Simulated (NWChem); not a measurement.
C$_{6}$H$_{9}$O, doublet; SMILES O=C1[CH]CCCC1

```xyz
16

O      0.0738     2.4051     0.0192
C      0.0410     1.1628     0.0207
C      1.2537     0.3959    -0.0631
C      1.3090    -1.0976    -0.0924
C     -0.0177    -1.7607     0.3174
C     -1.2101    -1.0472    -0.3332
C     -1.2881     0.4152     0.1314
H      2.1744     0.9688    -0.1500
H      2.1388    -1.4541     0.5355
H      1.5775    -1.4130    -1.1172
H     -0.1243    -1.7185     1.4101
H     -0.0004    -2.8218     0.0429
H     -2.1456    -1.5668    -0.0942
H     -1.1032    -1.0834    -1.4268
H     -2.0394     0.9845    -0.4265
H     -1.5963     0.4535     1.1870
```
Atoms are numbered in this order, from 1.

Computed with NWChem. Pople sets run with spherical d functions. Spin-unrestricted. Structure relaxed at the B3LYP/6-31G* (spherical d), spin-unrestricted level. No frequency run checked for a minimum. No stability test was run on the SCF state.

Taking TPSS/6-311G** as the yardstick, which of these has the fewest basis functions while keeping “highest occupied level (eV)” within 0.2 eV of it: TPSS/3-21G; TPSS/6-31+G*; TPSS/6-31G*?

TPSS/6-31+G*.
```csv
level,basis functions,highest occupied level (eV),relative time (rough)
TPSS/3-21G,81,-4.91,1
TPSS/6-31G*,116,-5.04,2
TPSS/6-31+G*,144,-5.43,4
TPSS/6-311G**,180,-5.29,3
```

The yardstick is one finite set, not the basis-set limit.
